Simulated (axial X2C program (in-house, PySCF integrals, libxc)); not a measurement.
**ONdS⁻: the levels of the configuration f(δφ)3 f(π)0**

Computed with an axial X2C code built on PySCF integrals: two-component X2C with atomic mean-field Coulomb and Gaunt terms, basis O dyall-v3z, Nd dyall-v3z, S dyall-v3z (cores contracted in-house). Orbitals come from Hartree–Fock averaged over the configuration Nd f(δφ)3 f(π)0; CI then distributes these electrons over the f(δφ), f(π) shells of Nd.

O–Nd–S held linear, bonds 2.010 and 2.150 Å (the second held) (near the minimum of the configuration average).

Active spinors (ω > 0):

| shell | ω | ε (eV) | character |
| --- | --- | --- | --- |
| f(δφ) | 3/2 | 6.72 | 98% Nd f |
| f(δφ) | 5/2 | 7.13 | 100% Nd f |
| f(δφ) | 7/2 | 7.93 | 100% Nd f |
| f(δφ) | 5/2 | 8.19 | 100% Nd f |
| f(π) | 1/2 | 10.10 | 53% Nd f, 28% Nd d, 10% Nd p |
| f(π) | 3/2 | 10.14 | 54% Nd f, 24% Nd d, 11% Nd p |

Lowest levels of this model:

```csv
Ω,energy (cm⁻¹),g∥,configuration
15/2,0,17.43,100% f(δφ)3
5/2,5397,5.58,100% f(δφ)3
7/2,6671,8.04,100% f(δφ)3
3/2,8085,4.08,100% f(δφ)3
9/2,10581,10.48,100% f(δφ)3
3/2,11527,3.69,100% f(δφ)3
5/2,12343,5.81,100% f(δφ)3
13/2,13372,13.50,100% f(δφ)3
7/2,14679,9.11,100% f(δφ)3
1/2,14803,0.56,100% f(δφ)3
5/2,16223,5.65,100% f(δφ)3
3/2,16727,2.60,100% f(δφ)3
7/2,18010,7.25,100% f(δφ)3
3/2,19566,3.50,100% f(δφ)3
15/2,20277,15.58,100% f(δφ)3
5/2,21613,4.58,100% f(δφ)3
1/2,22548,0.43,100% f(δφ)3
17/2,22583,18.00,100% f(δφ)3
5/2,24724,6.06,100% f(δφ)3
9/2,25115,8.52,100% f(δφ)3
7/2,26022,7.89,100% f(δφ)3
3/2,28211,2.50,100% f(δφ)3
```

g∥ is the magnitude of 2⟨Lz + ge Sz⟩ for the +Ω component.

Q: From Ω and g∥ of the lowest level, whose 2⟨Lz + ge Sz⟩ is positive, find ⟨Sz⟩ and ⟨Lz⟩ (ge = 2.0023).

A: Ω = ⟨Lz⟩ + ⟨Sz⟩ = 15/2 and ⟨Lz⟩ + ge⟨Sz⟩ = 8.715, so ⟨Sz⟩ = 1.21 and ⟨Lz⟩ = 6.29.

Occupations of the active spinors in the lowest level by ω, shell by shell in order of energy: -7/2: 0.00; -5/2: 0.00 0.00; -3/2: 0.00 0.00; -1/2: 0.00; 1/2: 0.00; 3/2: 1.00 0.00; 5/2: 1.00 0.00; 7/2: 1.00. The leading determinant has weight 0.99 among 4.

This point took 4.7 s on 1 thread of AMD EPYC 7R43 64-Core Processor (Zen 3), on a shared host.

Dynamic correlation is missing, so gaps between terms are too wide and other configurations may lie lower; the lowest level listed is that of this model, not necessarily the ground state. At most 6 roots were kept for each Ω > 0 (twice that for Ω = 0) within 3.5 eV of the lowest, so higher up levels can be missing between those listed; levels with Ω > 0 are doubly degenerate and listed once, Ω = 0 levels singly. Some active spinors are only partly of the character that their shell is named for, so the shell names and counts are nominal. States that fill the shells left empty in the average are placed too high. For an anion, levels above electron detachment are held by the basis set. The molecule was held linear; bending was not examined.
